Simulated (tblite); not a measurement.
Run record: tight-binding relaxation, `FCOc1n[c]cs1` [radical].

Computed with GFN2-xTB geometry optimisation, gas phase (tblite 0.8.0). Start geometry: from a force field or distance geometry. The command runs a driver script over a list of jobs; the input below is this job's line of settings and its coordinates in Å.

Command:
```bash
OMP_NUM_THREADS=1 python probes_run.py task.json out
```

Input:
```
{"job": {"kind": "relax", "xc": "GFN2-xTB", "basis": "xTB"}, "charge": 0, "multiplicity": 2}
F      1.899800    -0.106600    -1.518500
C      2.186800     0.185600    -0.196400
O      1.275900    -0.604400     0.574100
C     -0.116200    -0.377500     0.386100
N     -0.598800     0.509500    -0.435200
C     -1.905000     0.637000    -0.538500
C     -2.662500    -0.160400     0.232700
S     -1.456400    -1.132800     1.137100
H      3.248900    -0.028500     0.067300
H      1.885500     1.239600     0.015100
H     -3.752500    -0.158700     0.250400
```

Output:
```
step      E/eV     max force
  0    -678.27648    2.261
  1    -678.54882    1.265
  2    -678.76361    1.042
  3    -678.82416    0.853
  4    -678.88150    0.902
  5    -678.92912    0.653
  6    -678.95856    0.582
  7    -678.97630    0.396
  8    -678.98880    0.285
  9    -678.99468    0.285
... (27 lines left out)
 37    -679.03751    0.065
 38    -679.03775    0.037
 39    -679.03781    0.024
 40    -679.03785    0.015
 41    -679.03786    0.013
 42    -679.03790    0.013
 43    -679.03792    0.013
 44    -679.03796    0.016
 45    -679.03798    0.013
 46    -679.03800    0.009
```

«max force» is the largest atomic force in eV/Å.

From which step on does the largest force stay under 0.1 eV/Å, and how much energy is left to gain from there?

From step 34 (0.078 eV/Å), 2.1 meV above the end.

In short: energy lowered by 17.6 kcal/mol over 46 steps; largest atomic force 0.009 eV/Å at the end.

Where do the atoms end?

0.231 Å rms from the input after alignment:
```
atom  x, y, z in Å
F1     2.2069   -0.2953   -1.4725
C2     2.0843    0.1533   -0.1927
O3     1.1264   -0.5872    0.4871
C4    -0.1538   -0.2634    0.2616
N5    -0.5831    0.7461   -0.4158
C6    -1.9100    0.7761   -0.3986
C7    -2.5906   -0.1499    0.2562
S8    -1.3984   -1.2596    0.9846
H9     3.0412   -0.0188    0.3118
H10    1.8170    1.2172   -0.2493
H11   -3.6346   -0.3158    0.4017
```

On one thread of an Arm Neoverse V2, shared host with 96 logical CPUs at a one-minute load of 72, this took 0.22 s of wall time.
Labels such as C1 count atoms from 1, the log's own numbers from 0.
